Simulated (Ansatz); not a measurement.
Several settings on one geometry of SiBrCl₃ (that of the charge 0 singlet, r2SCAN-D4/def2-SVP). Ansatz on 4 threads of Arm Neoverse V1 on a shared host; times are rough.

```xyz
5

Si    0.000    0.000   -0.025
Br    0.011   -0.018    2.174
Cl    1.919    0.011   -0.726
Cl   -0.969    1.669   -0.697
Cl   -0.961   -1.662   -0.725
```

Totals from different functionals, basis sets or treatments of relativity can't be compared as stabilities.

Correlated methods freeze 34 core orbitals.

The spins typed aren't always the lowest for that charge.

Give the basis size and estimate the energy, ⟨S²⟩ and time of these runs.

```json
{"run": "1", "method": "RKS B2PLYP/def2-SVPD", "charge": "0", "state": "singlet", "further keys": "fitting: {mean_field: cc-pVTZ-jkfit}; point_charges: [{charge: 1.00, position_ang: [6.039, -0.339, -0.456]}]"}
{"run": "2", "method": "UHF, mp2/pcseg-2", "charge": "1", "state": "doublet", "further keys": "electrons: outside_noble_gas; forces asked"}
{"run": "3", "method": "RKS revPBE-D3(BJ)-ATM/aug-cc-pVDZ", "charge": "0", "state": "singlet", "further keys": "forces asked"}
```


```tsv
run	functions	energy (Eh)	⟨S²⟩	wall time
1	146	-4242.6899	–	3 s
2	179	-4240.4914	0.76	2.3 min
3	144	-4243.9165	–	2.5 s
```
